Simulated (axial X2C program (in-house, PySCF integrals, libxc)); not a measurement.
H or C: which binds elements of chip processing more strongly?

Computed with an in-house all-electron X2C program for linear molecules (integrals from PySCF), spin-free (one-electron X2C) or two-component (2c: spin–orbit coupling with atomic mean-field Coulomb and Gaunt terms, which also bring small scalar terms), in Dyall basis sets with cores contracted in-house; open shells are unrestricted.

Level CCSD(T), spin-free. Dyall triple-zeta sets: AlH v3z/v3z; AlC v3z/v3z; SiH v3z/v3z; SiC v3z/v3z; PH v3z/v3z; PC v3z/v3z; AsH cv3z/v3z; AsC cv3z/v3z; InH cv3z/v3z; InC cv3z/v3z. Frozen shells (counts by l): AlH Al 2s1p, H none, 4 electrons correlated; AlC Al 2s1p, C 1s, 7 electrons correlated; SiH Si 2s1p, H none, 5 electrons correlated; SiC Si 2s1p, C 1s, 8 electrons correlated; PH P 2s1p, H none, 6 electrons correlated; PC P 2s1p, C 1s, 9 electrons correlated; AsH As 3s2p1d, H none, 6 electrons correlated; AsC As 3s2p1d, C 1s, 9 electrons correlated; InH In 4s3p1d, H none, 14 electrons correlated; InC In 4s3p1d, C 1s, 17 electrons correlated. Coupled cluster in natural virtuals with an MP2 remainder. Where the outer core of a metal is frozen, bonds come out longer and ionisation energies lower.

Diatomic bonds are a first guide to the radicals met in plasma etching, cleaning and deposition, though surfaces and higher halides or oxides behave in their own way.

```csv
element M,state of MH,Re MH (Å),D0 MH (eV),state of MC,Re MC (Å),D0 MC (eV)
Al,"M_S = 0, Λ = 0",1.657,3.03,"M_S = 3/2, Λ = 0",1.978,3.24
Si,"M_S = 1/2, Λ = 1",1.529,2.98,"M_S = 1, Λ = 1",1.723,3.97
P,"M_S = 1, Λ = 0",1.430,2.91,"M_S = 1/2, Λ = 0",1.561,4.78
As,"M_S = 1, Λ = 0",1.532,2.64,"M_S = 1/2, Λ = 0",1.671,3.91
In,"M_S = 0, Λ = 0",1.841,2.63,"M_S = 3/2, Λ = 0",2.208,2.66
```

(1) Work out the energy at 0 K of MH + C → MC + H for each element.

(2) For which element is the exchange to C most and for which least favourable, and what is the energy of PH + InC → PC + InH?

Each entry is the lowest single determinant of a limited PBE0 search at one distance. D0 = De minus the zero-point energy; De goes to single-determinant-based atoms at the same level (for ions the charge split of lowest energy) and is withheld (n/a) where an atom does not fit its ground term or J level. Main or longest-lived isotopes. One determinant is a doubtful description, or other states lie close, for SiC, PC, AsH, AsC; these need not be ground states, and all values refer to the states named. These D0 were not checked against measured values; triple-zeta sets, frozen cores and single determinants leave errors of some tenths of an eV, more for transition metals.

Answers

(1) ΔE = D0(MH) − D0(MC) at CCSD(T), spin-free: Al -0.21, Si -0.99, P -1.87, As -1.27, In -0.03 eV (negative: the exchange gives off energy).

(2) P most (-1.87 eV), In least (-0.03 eV). The atoms cancel in the double exchange: ΔE = -1.87 − (-0.03) = -1.84 eV, a figure less sensitive to errors in the atoms than D0 itself.
